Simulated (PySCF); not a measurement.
CH5GaN (SMILES [CH3][Ga][NH2]), doublet, at a GFN2-xTB geometry (such geometries of metal compounds can be far from the true shape) (the spin is typed, not shown lowest).

PySCF was given this input:
```python
from pyscf import gto, scf, dft

mol = gto.M(
    atom='''
Ga    0.228562    0.181077    0.336952
C    -0.653182    1.146628   -1.397479
H    -1.719826    0.928237   -1.398145
H    -0.188575    0.715344   -2.281931
H    -0.492708    2.222605   -1.376019
N    -0.033236   -1.703824    0.280737
H    -0.967873   -2.073789    0.131070
H     0.435315   -2.358791    0.899219
''',
    basis='aug-cc-pvdz',
    charge=0,
    spin=1,
    verbose=4,
)

mf = dft.UKS(mol)
mf.xc = 'r2scan'
mf.kernel()
mf.analyze()
```

### Question
What number of basis functions does R2SCAN/aug-cc-pVDZ in PySCF give?

### Answer
127

### Question
Give the <S^2> at the level R2SCAN/aug-cc-pVDZ.

### Answer
0.757

### Question
Give the total energy at the level R2SCAN/aug-cc-pVDZ.

### Answer
-2020.606643 Ha

### Question
Predict the HOMO energy from R2SCAN/aug-cc-pVDZ.

### Answer
-4.77 eV

### Question
What is the computed nuclear repulsion energy (R2SCAN/aug-cc-pVDZ)?

### Answer
165.5626 Eh

### Question
What dipole moment does R2SCAN/aug-cc-pVDZ give?

### Answer
0.72 D

These values belong to the state on which the SCF converged, which isn't shown to be the lowest.
